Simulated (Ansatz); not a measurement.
CH6Cl2GeSi, SMILES `[CH3][Ge]([SiH3])([Cl])[Cl]`, relaxed with RKS PBE-D4/def2-SVP in Ansatz from a rough embedded geometry. The force threshold is 0.03 eV/Å; the program also tests the step.

The species carries charge 0 and has multiplicity 1.

Start:

```xyz
11

C    -1.508    0.462    0.664
Ge   -0.221   -0.786   -0.009
Si    1.654    0.405   -0.558
Cl    0.331   -2.273    1.444
Cl   -0.986   -1.801   -1.755
H    -1.172    0.935    1.576
H    -2.457   -0.144    0.940
H    -1.800    1.159   -0.121
H     1.300    1.424   -1.648
H     2.681   -0.493   -1.133
H     2.180    1.111    0.599
```

(1) How much energy does the relaxation release, and in how many steps? (Best estimate.)

(2) Which bonds change most? (Best estimate.)

(3) Give the relaxed structure. (Best estimate.)

## Answers

(1) Ansatz gave: 28.37 kJ/mol, in 6 steps.

(2) Ansatz gave: Ge2–Si3 from 2.287 to 2.395 Å; C1–H7 from 1.159 to 1.107 Å; Si3–H11 from 1.454 to 1.504 Å; Ge2–Cl4 from 2.152 to 2.192 Å.

(3) Computed: 
```xyz
11

C    -1.701    0.397    0.728
Ge   -0.219   -0.647   -0.004
Si    1.819    0.426   -0.660
Cl    0.314   -2.164    1.487
Cl   -0.973   -1.708   -1.768
H    -1.371    0.910    1.652
H    -2.540   -0.285    0.964
H    -2.031    1.145   -0.019
H     1.525    1.434   -1.736
H     2.757   -0.626   -1.175
H     2.419    1.120    0.532
```
